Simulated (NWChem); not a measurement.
Program: NWChem. System: NSi, charge 0, spin multiplicity 2, at a geometry optimised with UB3LYP/def2-SVP. The structure started from a generated list of species. Its SCF solution wasn't tested for a lower state. Level: ULDA (SVWN5)/def2-TZVP.

NWChem printed:

```
             Northwest Computational Chemistry Package (NWChem) 7.3.0
             --------------------------------------------------------

                                NWChem Input Module
                                -------------------

 Scaling coordinates for geometry "geometry" by  1.889725989
 (inverse scale =  0.529177249)

 Turning off AUTOSYM since
 SYMMETRY directive was detected!

                             Geometry "geometry" -> ""
                             -------------------------

 Output coordinates in angstroms (scale by  1.889725989 to convert to a.u.)

  No.       Tag          Charge          X              Y              Z
 ---- ---------------- ---------- -------------- -------------- --------------
    1 Si                  14.0000     0.00000000     0.00000000     0.52629000
    2 N                    7.0000     0.00000000     0.00000000    -1.05257900

 Effective nuclear repulsion energy (a.u.)      32.8458981727

            Nuclear Dipole moment (a.u.)
            ----------------------------
        X                 Y               Z
 ---------------- ---------------- ----------------
     0.0000000000     0.0000000000     0.0000132281

      Symmetry information
      --------------------

 Group name             C2v
 Group number             16
 Group order               4
 No. of unique centers     2

      Symmetry unique atoms

     1    2


 Summary of "ao basis" -> "" (spherical)
 ------------------------------------------------------------------------------
       Tag                 Description            Shells   Functions and Types
 ---------------- ------------------------------  ------  ---------------------
 *                         def2-tzvp                  on all atoms

                                 NWChem DFT Module
                                 -----------------

 Summary of "ao basis" -> "ao basis" (spherical)
 ------------------------------------------------------------------------------
       Tag                 Description            Shells   Functions and Types
 ---------------- ------------------------------  ------  ---------------------
 Si                        def2-tzvp                13       37   5s5p2d1f
 N                         def2-tzvp                11       31   5s3p2d1f

 Summary of "ao basis" -> "ao basis" (spherical)
 ------------------------------------------------------------------------------
       Tag                 Description            Shells   Functions and Types
[...]
    42      0.098186  2 N  s                 20      0.084719  1 Si pz

 Vector   12  Occ=0.000000D+00  E=-9.058657D-02  Symmetry=b2
              MO Center= -8.1D-31,  1.8D-15,  3.7D-01, r^2= 2.9D+00
   Bfn.  Coefficient  Atom+Function         Bfn.  Coefficient  Atom+Function
  ----- ------------  ---------------      ----- ------------  ---------------
    19      0.511269  1 Si py                16      0.433748  1 Si py
    50     -0.304810  2 N  py                44     -0.280055  2 N  py
    47     -0.211547  2 N  py                 7     -0.138085  1 Si py
    13      0.137747  1 Si py                27      0.115419  1 Si d -1
    22      0.079352  1 Si d -1              10     -0.060487  1 Si py

 Vector   13  Occ=0.000000D+00  E=-9.058657D-02  Symmetry=b1
              MO Center=  3.3D-16, -5.6D-32,  3.7D-01, r^2= 2.9D+00
   Bfn.  Coefficient  Atom+Function         Bfn.  Coefficient  Atom+Function
  ----- ------------  ---------------      ----- ------------  ---------------
    18      0.511269  1 Si px                15      0.433748  1 Si px
    49     -0.304810  2 N  px                43     -0.280055  2 N  px
    46     -0.211547  2 N  px                 6     -0.138085  1 Si px
    12      0.137747  1 Si px                29     -0.115419  1 Si d  1
    24     -0.079352  1 Si d  1               9     -0.060487  1 Si px

   alpha - beta orbital overlaps
   -----------------------------

   alpha      1      2      3      4      5      6      7      8      9     10
    beta      1      2      3      6      4      5      7      8     11      9
 overlap   1.000  1.000  1.000  1.000  1.000  1.000  0.999  0.983  0.984  0.998

   alpha     11     12     13     14     15     16     17     18     19     20
    beta     10     12     13     14     15     16     17     18     19     20
 overlap   0.998  0.998  0.998  0.998  0.999  1.000  1.000  1.000  1.000  0.997

   alpha     21     22     23     24     25     26     27     28     29     30
    beta     21     22     23     24     25     26     27     28     29     32
 overlap   1.000  1.000  0.998  1.000  1.000  1.000  0.999  0.999  0.999  1.000

   alpha     31     32     33     34     35     36     37     38     39     40
    beta     33     30     31     36     34     35     37     38     39     40
 overlap   1.000  0.999  0.999  1.000  1.000  1.000  0.999  0.999  0.999  0.999

   alpha     41     42     43     44     45     46     47     48     49     50
    beta     41     42     43     44     45     46     47     48     49     50
 overlap   1.000  1.000  1.000  1.000  1.000  1.000  0.999  0.999  1.000  1.000

   alpha     51     52     53     54     55     56     57     58     59     60
    beta     51     52     53     54     55     56     57     58     59     60
 overlap   1.000  1.000  1.000  1.000  1.000  1.000  1.000  1.000  1.000  1.000

   alpha     61     62     63     64     65     66     67     68
    beta     61     62     63     64     65     66     67     68
 overlap   1.000  1.000  1.000  1.000  1.000  1.000  1.000  1.000

     --------------------------
     Expectation value of S2:
     --------------------------
      <S2> =      0.7612 (Exact =     0.7500)

 center of mass
 --------------
 x =   0.00000000 y =   0.00000000 z =  -0.00069138

 moments of inertia (a.u.)
 ------------------
          83.075076300557           0.000000000000           0.000000000000
           0.000000000000          83.075076300557           0.000000000000
           0.000000000000           0.000000000000           0.000000000000

     Multipole analysis of the density
     ---------------------------------

     L   x y z        total         alpha         beta         nuclear
     -   - - -        -----         -----         ----         -------
     0   0 0 0     -0.000000    -11.000000    -10.000000     21.000000

     1   1 0 0     -0.000000      0.000000     -0.000000      0.000000
     1   0 1 0     -0.000000     -0.000000     -0.000000      0.000000
     1   0 0 1      1.120836      1.109261      0.011562      0.000013

     2   2 0 0    -13.401834     -6.945616     -6.456218      0.000000
     2   1 1 0     -0.000000     -0.000000     -0.000000      0.000000
     2   1 0 1     -0.000000     -0.000000     -0.000000      0.000000
     2   0 2 0    -13.401834     -6.945616     -6.456218      0.000000
     2   0 1 1      0.000000      0.000000      0.000000      0.000000
     2   0 0 2    -13.483731    -31.205084    -23.821532     41.542884

 Task  times  cpu:        1.7s     wall:        1.7s

 Total times  cpu:        1.7s     wall:        1.7s
```

### Question
Write an NWChem input that would produce this output.

### Answer
Several could match; the one computed here: 
```
start mol
memory heap 200 mb stack 900 mb global 1100 mb
geometry units angstroms nocenter noautoz
  Si     0.000000     0.000000     0.526290
  N      0.000000     0.000000    -1.052579
  symmetry group C2v
end
basis spherical
  * library def2-tzvp
end
dft
  xc slater vwn_5
  odft
  mult 2
  semidirect memsize 60000000 filesize 0
  iterations 100
end
task dft energy
```
